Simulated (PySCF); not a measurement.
Compound: C8H7S (doublet state).
Numbering: `[H]/[C:1]=[CH:2]/[c:3]1[cH:4][cH:5][cH:6][c:7]([SH:8])[cH:9]1` (hydrogens: H10 on C1; H11 on C2; H12 on C4; H13 on C5; H14 on C6; H15 on S8; H16 on C9)

Cartesian coordinates in Å at the GFN2-xTB level; atoms count from 1:
```xyz
16
C8H7S angstrom
C     -2.0355   -2.2089   -0.2497
C     -1.9926   -0.9233   -0.0713
C     -0.7787   -0.1102    0.0036
C     -0.8587    1.2722    0.1532
C      0.2938    2.0350    0.2177
C      1.5362    1.4361    0.1351
C      1.6223    0.0556   -0.0119
S      3.2311   -0.6749   -0.1112
C      0.4746   -0.7139   -0.0775
H     -2.7582   -2.9846   -0.3391
H     -2.9159   -0.3369    0.0362
H     -1.8255    1.7503    0.2172
H      0.2252    3.1065    0.3320
H      2.4397    2.0242    0.1845
H      2.8076   -1.9307   -0.2379
H      0.5269   -1.7875   -0.1921
```

The hyperfine couplings belong to this conformer and change with its torsions.

Computed with PySCF, UKS B3LYP, pcH-1 on C H S, non-relativistic, mean-field spin-orbit, GIAO. The structure is a single GFN2-xTB conformer in the gas phase; no vibrational or solvent corrections. The geometry wasn't refined by DFT: couplings that depend on bond lengths, twists or pyramidal angles can differ widely from those at the functional's own minimum. The SCF solution wasn't tested for stability.

(1) What is the g tensor, term by term?

(2) At 33.937 GHz, how far is the centre of the isotropic spectrum from where a free electron (g = 2.002319) resonates?

(3) What effective moment and Curie constant follow for a powder?

(4) In a frozen sample, at which fields do the three g values resonate at 9.5, 34, 94 and 263 GHz (hyperfine left aside), and which band first spreads them over more than twice a line width of 0.5 mT?

## Answers

(1) 
| Δg (ppm) | 1 | 2 | 3 |
| --- | --- | --- | --- |
| relativistic mass correction | -143 | -143 | -143 |
| gauge correction | 20 | 13 | 27 |
| orbital Zeeman/spin–orbit | -338 | 15 | 647 |
| total | -461 | -115 | 531 |

So g = 2.00186, 2.00220, 2.00285 and g_iso = 2.00230; the tensor is rhombic: the two nearest values differ by 35 % of g3 − g1. Axes: g1 points within 4° of the C1–H10 bond, g2 points within 14° of the C2–H11 bond and g3 is normal to the molecular plane.

(2) B = hν/(g μB) with μB/h = 13.99624 MHz/mT gives 1210.96 mT for the free electron and 1210.97 mT at g_iso, the same within 0.01 mT.

(3) With the mean of g² = 4.0092 and S(S+1) = 0.75: μ_eff = √(⟨g²⟩S(S+1)) = 1.734 μB and χT = 0.12505·⟨g²⟩·S(S+1) = 0.376 cm³ K/mol (cgs; spin-Hamiltonian part alone).

(4) 
```
band    GHz  B(g3) mT  B(g2) mT  B(g1) mT  spread mT
   X    9.5    338.89    339.00    339.06       0.17
   Q   34.0   1212.88   1213.27   1213.48       0.60
   W   94.0   3353.27   3354.35   3354.93       1.66
   J  263.0   9382.01   9385.03   9386.66       4.65
```

The spread grows in proportion to the frequency. W band is the first where it exceeds 1.0 mT.

The Mulliken spin populations are largest on C1 (+1.06), C2 (-0.18) and H11 (+0.09). C1 is the only atom above +0.15. The positive populations add up to 1.23 and the negative ones to -0.23, together 2S = 1.

The HOMO–LUMO gaps are 4.74 eV among the α and 3.59 eV among the β orbitals.
